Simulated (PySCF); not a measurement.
Run record: EPR job, `[SiH]1[C@@H](C[Si@H](O1)F)F` [radical].

Computed with UKS B3LYP, pcH-1 on C F H O Si, non-relativistic, mean-field spin-orbit, GIAO (PySCF 2.14.0). Geometry: GFN2-xTB. The input is one job of a driver script: a line of settings, then coordinates in Å.

Command:
```bash
OMP_NUM_THREADS=1 python probes_run.py task.json out
```

Input:
```
{"job": {"kind": "epr", "basis": "pcH-1"}, "charge": 0, "multiplicity": 2}
F      2.031578     1.329925     0.366846
C      0.933969     0.827100    -0.324856
C     -0.296739     0.775231     0.589675
Si    -1.361841    -0.700924     0.046186
F     -2.476700    -0.243196    -1.014618
O     -0.249450    -1.560937    -0.762813
Si     1.289451    -0.979022    -0.954009
H      0.768385     1.536516    -1.144410
H      0.058970     0.615026     1.609071
H     -0.823116     1.729037     0.588124
H     -1.988606    -1.541084     1.035076
H      2.115298    -1.788357    -0.060300
```

Estimate the output.

```
UKS, coarse grid
  cycle   1  E = -933.04314280  |g| = 7.95e-01
  cycle   2  E = -932.57567069  |g| = 1.39e+00
  cycle   3  E = -933.23657792  |g| = 1.64e-01
  cycle   4  E = -933.24572657  |g| = 7.53e-02
  cycle   5  E = -933.24753178  |g| = 1.49e-02
  cycle   6  E = -933.24759419  |g| = 5.98e-03
  cycle   7  E = -933.24760817  |g| = 1.35e-03
  cycle   8  E = -933.24760944  |g| = 4.05e-04
UKS, final grid
  cycle   1  E = -933.24769309  |g| = 4.97e-04
  cycle   2  E = -933.24769296  |g| = 7.66e-04
  cycle   3  E = -933.24769319  |g| = 8.26e-05
  cycle   4  E = -933.24769319  |g| = 2.27e-05
E = -933.24769319 Eh   <S^2> = 0.7512 (exact 0.7500)
g shifts (ppm)      1          2          3
  rmc          -160       -160       -160
  gc             58         14         90
  oz_so        -735         -7       1578
  total        -837       -153       1508
hyperfine (MHz)  atom isotope    a_iso     a_fc   dipolar eigenvalues
    0   19F      26.73      26.66    -28.60    -24.25     52.86
    1   13C      61.55      61.52     -7.36     -6.00     13.36
    2   13C      15.58      15.58     -2.00     -1.63      3.62
    3  29Si     -16.44     -16.48     -4.07      1.93      2.14
    4   19F      -1.79      -1.80     -1.10     -0.45      1.54
    5   17O     -35.75     -35.67    -20.79     10.00     10.79
    6  29Si    -616.86    -617.84   -157.81     77.66     80.16
    7    1H      -2.56      -2.56     -4.89     -2.76      7.65
    8    1H      -0.99      -0.99     -2.01     -1.29      3.30
    9    1H       8.01       8.01     -1.72     -0.82      2.53
   10    1H       5.10       5.10     -1.18     -0.93      2.11
   11    1H     151.54     151.53     -7.86      0.67      7.20
```

rmc, gc and oz_so are the mass-correction, gauge-correction and orbital-Zeeman/spin–orbit parts of the g shift along its three principal axes; a_iso is the isotropic hyperfine coupling and a_fc its Fermi-contact part. The program numbers atoms from 0.

Get g_iso from the total shifts.

Their mean is 173 ppm; added to g_e = 2.002319 it gives 2.00249.

Main results: ⟨S²⟩ 0.751; g_iso 2.0025.

One conformer (not necessarily the lowest) at the GFN2-xTB geometry, without solvent, vibrations or thermal averaging.

Hardware: an Arm Neoverse V2 with one thread, shared host with 96 logical CPUs at a one-minute load of 93. Cost: 74 s of wall time (with the writing of density and orbital grids), 0.94 GiB resident at most.
Labels such as C1 count atoms from 1, the log's own numbers from 0.
